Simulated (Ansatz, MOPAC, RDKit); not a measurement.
Dimer: C2H4 (SMILES C=C) (first 6 atoms) with N2 (SMILES N#N); geometry from B3LYP-D3(BJ)/def2-TZVP.
(charge 0, multiplicity 1):
```xyz
8

C     -0.25090     0.35265    -0.24718
C      0.45170    -0.72773     0.05811
H     -0.45368     0.62767    -1.27525
H     -0.65278     1.00820     0.51588
H      0.65674    -1.00549     1.08491
H      0.85249    -1.38091    -0.70767
N     -0.58759     1.00982     3.35992
N     -0.01406     0.11665     3.61141
```

Interaction energies are E(AB) − E(A) − E(B) at the monomers' geometry in the complex; basis-set methods are counterpoise corrected. RDKit's UFF carries no charges.

The state that PM3 reach isn't checked.

Codes used: Ansatz (an electronic-structure program) with Gaussian orbitals; MOPAC for PM3 (differences of heats of formation); RDKit for the force fields. Each number belongs to the level named beside it.

### Question
One of these levels gives 1.00 kcal/mol for the interaction energy. Which?
(A) UFF
(B) PM3
(C) HF/aug-cc-pVDZ

### Answer
B, PM3. The others give -0.43 (UFF), 0.65 (HF/aug-cc-pVDZ)
